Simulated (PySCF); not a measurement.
## Computed properties of B(F)(OH)2 (BFH₂O₂), SMILES OB(F)O

B(F)(OH)2 (BFH2O2), SMILES B(F)(O)O. Geometry: PBE0-D3(BJ)/def2-SVP. The values are those of a single conformer. All values are computed for the isolated molecule unless a solvent is named; none is compared with measurement here.

**Structure.** The optimised structure has C2v symmetry. All 12 harmonic modes at PBE0-D3(BJ)/def2-SVP (PySCF) are real, so it is a minimum. With heavy atoms numbered as in [B:1]([F:2])([OH:3])[OH:5], the shortest bond between them is B1–F2 at 1.345 Å and the longest B1–O3 at 1.350 Å.

**Vibrations.** The strongest infrared lines (harmonic, unscaled, degenerate partners summed) lie at 1557 cm⁻¹ (421 km/mol, B 75 %, O 20 %), 1448 cm⁻¹ (419 km/mol, B 70 %, O 15 %, F 10 %), 1003 cm⁻¹ (215 km/mol, H 74 %, O 25 %). The softest mode is at 443 cm⁻¹ and the zero-point energy is 23.4 kcal/mol.

**Electronic structure.** M06-2X/def2-TZVPD (PySCF) places the frontier levels at -11.52 and -0.22 eV, a gap of 11.30 eV, and gives a dipole moment of 1.34 D and a mean polarisability of 23.2 bohr³.

**Excitations.** TDDFT-CAM-B3LYP/def2-SVPD (PySCF) has S1 at 8.36 eV (148 nm, f = 0.000, dark); the most intense of the 10 singlets computed lies at 10.69 eV (f = 0.19). T1 (TDA) is at 8.08 eV. No vertical singlet excitation falls in the visible range (under 3.1 eV).

**NMR.** GIAO shifts at KT2/pcSseg-2 (PySCF) (non-relativistic, atoms alike by connectivity averaged): ¹H at 2.9 ppm against TMS; ¹⁹F at -168.9 ppm against CFCl3; ¹¹B at 5.7 ppm against BF3.
